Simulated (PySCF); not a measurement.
**MS anions for M along group 13**

MP2 with double-zeta basis sets in PySCF, for the lowest determinant that a PBE0 search found; no spin–orbit coupling. De refers to high-spin ground-configuration atoms (the charge goes to the atom of lower measured ionisation energy or higher electron affinity, which is not always the lowest computed limit).

```csv
M,basis,"reference, frozen orbitals",charged atom,state (unpaired electrons),Re (Å),ωe (cm⁻¹),De (eV)
B,aug-cc-pVDZ/aug-cc-pV(D+d)Z,"RHF, 6",S−,singlet (closed shell),1.704,1002,n/a
Al,def2-SVPD,"RHF, 10",S−,singlet (closed shell),2.118,568,n/a
In,def2-SVPD,"RHF, 9",S−,singlet (closed shell),2.367,378,n/a
Tl,def2-SVPD,"RHF, 9",S−,singlet (closed shell),2.445,338,n/a
```

The shortest bond is that of BS⁻ (1.704 Å), the longest that of TlS⁻ (2.445 Å).

The rows differ in basis set, which adds steps of its own.

Down a group the atoms grow and get heavier, so bonds lengthen and wavenumbers fall; this series shows no clear exception.

Correlated steps freeze the inner cores (6 to 10 orbitals); shallow outer-core shells are correlated. Spin–orbit coupling is left out, which matters for elements this heavy, above all for dissociation energies.
